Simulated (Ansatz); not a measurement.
Ideal-gas functions of FH3NOY, SMILES `[NH2][Y]([OH])[F]` at 800 K and 1 bar, from an Ansatz frequency run at PBE0-D4/def2-TZVP.

Molar mass 140.93 g/mol, point group Cs (symmetry number 1), electronic degeneracy 1, moments of inertia 111.466, 120.819, 232.285 u Å². Harmonic wavenumbers (cm⁻¹, unscaled): 56, 124, 132, 286, 360, 420, 424, 543, 559, 573, 627, 1554, 3533, 3617, 3999.

Use S(trans) = R[1.5 ln M + 2.5 ln T − 1.1517]; rotational temperatures θ = 24.2544 K / I; S(rot) = R[ln(√π/σ · √(T³/θAθBθC)) + 1.5]; for each mode x = 1.438777 ν̃/T, S = R[x/(eˣ − 1) − ln(1 − e⁻ˣ)] and H = RT x/(eˣ − 1); 1 cm⁻¹ = 0.0119627 kJ/mol; R = 8.31446 J/(mol·K).

Q: By hand: the entropy, in J/(mol·K).

A: Translation 191.1. Rotation: θ = 0.2176, 0.2007, 0.1044 K, giving 123.0. Vibration, mode by mode: 27.40, 20.81, 20.29, 13.93, 12.07, 10.84, 10.77, 8.83, 8.61, 8.42, 7.74, 2.04, 0.11, 0.09, 0.05, in all 152.0. Electronic 0.0. Sum 466.1 J/(mol·K).

Q: By hand: H − E and G − E in kJ/mol, counted from the electronic energy.

A: Zero-point energy ½ × 16807 × 0.0119627 = 100.5; thermal vibration 53.4; translation, rotation and pV give 4 RT = 26.6. H − E = 180.5 kJ/mol, and G − E = 180.5 − 800 × 466.1/1000 = -192.4 kJ/mol.

Vibration gives 33 % of the entropy, 68.5 J/(mol·K) of it from the modes under 150 cm⁻¹: soft modes count most, and the harmonic formula is weakest for them. The sum counts one conformer and one mirror image; others add a mixing term.
